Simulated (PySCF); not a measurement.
Delta-SCF ions had no search for a lower state. Excitations are Tamm–Dancoff values on a coarser integration grid. The basis has no diffuse functions, so Rydberg states are missing or too high.

# C2H6AlF, SMILES `[F][Al]([CH3])[CH3]` (charge 0, multiplicity 1)

These are TPSSh-D3(BJ)/def2-TZVP // B3LYP-D3(BJ)/def2-TZVP (PySCF) values and carry that method's errors.

| Quantity | Result |
|---|---|
| HOMO | -7.23 eV |
| dipole moment | 1.82 D |
| HOMO–LUMO gap | 6.66 eV |
| LUMO | -0.57 eV |
| S1 excitation (TDA) | 6.04 eV |
| S1 oscillator strength | 0.000 |
| brightest of the four lowest singlets (TDA) | 6.79 eV |
| T1 excitation (TDA) | 5.74 eV |
| S1–T1 gap (TDA) | 0.31 eV |
| vertical ionisation energy (Delta-SCF) | 9.87 eV |
| total energy | -422.2982 Ha |
| cost | roughly 5 core-minutes |

```xyz
10

C      1.7407    -0.1199     0.0454
Al    -0.0464     0.6466     0.1416
C     -1.7088    -0.3290    -0.1332
F     -0.1629     2.2699     0.4872
H      2.5041     0.5599     0.4275
H      1.8029    -1.0559     0.6076
H      2.0014    -0.3614    -0.9900
H     -1.9012    -1.0066     0.7048
H     -2.5692     0.3361    -0.2238
H     -1.6608    -0.9515    -1.0311
```
